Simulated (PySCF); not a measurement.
Match the calculated data to a structure.

All candidates are C5H4OS.

| technique | computed result |
| --- | --- |
| Dipole | 4.57 D [CAM-B3LYP/def2-SVPD] |
| UV, strongest line | among the 8 lowest singlet transitions: S2 at 4.32 eV (287 nm, f = 0.431) [TDDFT CAM-B3LYP/def2-SVPD] |
| Triplet | lowest triplet excitation (Tamm–Dancoff): 2.19 eV [TDA CAM-B3LYP/def2-SVPD] |
| 1H NMR | chemical shifts (computed TMS as zero) by class: 7.31 (2 H), 7.24 (2 H) ppm [GIAO PBE0/pcSseg-1] |
| 13C NMR | chemical shifts (computed TMS as zero) by class: 211.1 (1 C), 151.7 (2 C), 136.4 (2 C) ppm [GIAO PBE0/pcSseg-1] |
| UV, first state | lowest singlet excitation: 2.54 eV (488 nm, f = 0.000) [TDDFT CAM-B3LYP/def2-SVPD] |
| NMR, other nuclei | isotropic shieldings of nuclei other than C and H, by class: 97 (1 O), -202 (1 S) ppm [GIAO PBE0/pcSseg-1] |
| Polarisability | 88.7 au [CAM-B3LYP/def2-SVPD] |
| Rotational structure | rotational constants A, B, C: 5.997, 1.624, 1.278 GHz [GFN2-xTB] |

Gas-phase values; electronic properties from PySCF, density fitting. Levels stand in brackets. Geometry: GFN2-xTB; no solvent, vibrations or thermal averaging. NMR values are class means; diastereotopic atoms form classes of their own.

Question: Which candidate is it?
A. `O=c1ccscc1` (4H-thiopyran-4-one)
B. `S=c1ccocc1` (4H-pyran-4-thione)
C. `O=Cc1cccs1` (2-thiophenecarboxaldehyde)

Answer: B. It is `S=c1ccocc1`. Numbering: `[S:1]=[c:2]1[cH:3][cH:4][o:5][cH:6][cH:7]1`. Its formula, C5H4OS, gives 4 degrees of unsaturation: 1 ring and 3 π bonds in the structure found (Kekulé form). 5 carbons fall into 3 classes; from least to most shielded: thiocarbonyl carbon [C2] (211.1 ppm), unsaturated ring CH carbon [C4/C6] (151.7 ppm, 2 C), unsaturated ring CH carbon [C3/C7] (136.4 ppm, 2 C). Hydrogen classes from least to most shielded: 2 H on 2 unsaturated ring CH carbons, C4/C6 (7.31 ppm), 2 H on 2 unsaturated ring CH carbons, C3/C7 (7.24 ppm). The other shieldings belong to: 97 ppm, ring oxygen [O5]; -202 ppm, thiocarbonyl sulfur [S1]. S1 is mainly HOMO→LUMO (weight 0.98); the largest Löwdin shares of the orbital it empties are 0.78 on the thiocarbonyl sulfur and 0.13 on the thiocarbonyl carbon, of the orbital it fills 0.29 on the thiocarbonyl sulfur, 0.24 on the thiocarbonyl carbon and 0.12 on each of 2 atoms of one kind (unsaturated ring CH carbon). The optimised geometry has point group C2v and is an asymmetric top.

The others, at the same levels:
- `O=Cc1cccs1` fails: it has 5 carbon classes against 3; its computed 13C shifts are 183.8 (1 C), 152.8 (1 C), 144.0 (1 C), 135.9 (1 C), 133.4 (1 C) ppm, 1H shifts are 9.94 (1 H), 8.27 (1 H), 7.63 (1 H), 7.45 (1 H) ppm and rotational constant A is 5.048 GHz (against 5.997 GHz).
- `O=c1ccscc1` fails: its computed 13C shifts are 178.9 (1 C), 142.5 (2 C), 139.6 (2 C) ppm, lowest singlet excitation is 3.98 eV (311 nm, f = 0.000) (against 2.54 eV) and lowest triplet excitation (Tamm–Dancoff) is 3.24 eV (against 2.19 eV).

Each candidate is one conformer, not necessarily the lowest. The conformers computed, where there is a choice (atom-mapped SMILES and torsion angles):
- `[O:1]=[CH:2][c:3]1[cH:4][cH:5][cH:6][s:7]1`: O1–C2–C3–C4 0°
